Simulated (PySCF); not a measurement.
Compound: C4H14Ge2.
Bonds: C1–C2, C2–C3, C2–C4, C2–Ge5, Ge5–Ge6. Hydrogens: H7, H8, H9 on C1; H10, H11, H12 on C3; H13, H14, H15 on C4; H16, H17 on Ge5; H18, H19, H20 on Ge6.

Computed with core-valence-separated Tamm–Dancoff BHandHLYP/aug-pcX-1 (pcseg-1 on H, def2-SVPD on Ge) in PySCF, non-relativistic, gas phase, PBE0-D3(BJ)/def2-SVP geometry.

Computed carbon K-edge spectrum, Gaussian lines of 0.5 eV full width, highest printed point 100; it ends one width below the last computed root. Absolute energies from this functional tend to lie a few eV below measured edges; no shift was applied.

```tsv
photon energy (eV)	absorption
284.7	0
284.8	0
284.9	2
285.0	5
285.1	11
285.2	20
285.3	30
285.4	38
285.5	38
285.6	34
285.7	30
285.8	34
285.9	51
286.0	76
286.1	96
286.2	100
286.3	84
286.4	58
286.5	35
```

Where are the maxima, and which lines make them up?

2 maxima:
- 285.5 eV: C2 (sp3 carbon bound to germanium), 285.50 eV, f = 0.038, 54 % of the height at the exact maximum; C1/C4 (methyl carbon), 285.41 eV, f = 0.022, sum of 2, 31 % of the height at the exact maximum; C3 (methyl carbon), 285.37 eV, f = 0.011, 14 % of the height at the exact maximum
- 286.2 eV: C1/C3/C4 (methyl carbon), 286.14 eV, f = 0.087, sum of 3, 48 % of the height at the exact maximum; C1/C4 (methyl carbon), 286.18 eV, f = 0.060, sum of 2, 34 % of the height at the exact maximum; C3 (methyl carbon), 286.23 eV, f = 0.033, 18 % of the height at the exact maximum

Roots within 0.03 eV on the same or equivalent atoms count as one line; shares under 12 % aren't listed.

Vibrational structure and lifetime widths aren't in the curve. The ionisation threshold wasn't computed; near and above it a finite basis only mimics Rydberg series and continuum. The BHandHLYP/aug-pcX-1 (pcseg-1 on H, def2-SVPD on Ge) calculation is non-relativistic and has no spin–orbit coupling, an omission that weighs most on germanium.

The values belong to the conformer `[CH3:1][C:2]([CH3:3])([CH3:4])[GeH2:5][GeH3:6]`: C1–C2–Ge5–Ge6 -59°.
